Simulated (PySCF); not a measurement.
TaF₄, SMILES [F][Ta+]([F])([F])[F], charge +1, multiplicity 1. The structure is a stationary point at B3LYP-D3(BJ)/def2-SVP. The spin state was assumed, not searched. The isomer is the one that the SMILES or the coordinates give; other isomers of the formula were not compared. The def2 effective core potentials stand for the cores of Ta; spin–orbit coupling is left out.

Computed equilibrium geometry at B3LYP-D3(BJ)/def2-SVP (PySCF confirms it by a frequency run) as a Z-matrix, and its point group:
point group Td.
```
Ta
F 1 1.8196
F 1 1.8196 2 109.47
F 1 1.8196 2 109.47 3 -120.00
F 1 1.8196 2 109.47 3 120.00
```
Charge +1, spin multiplicity 1.
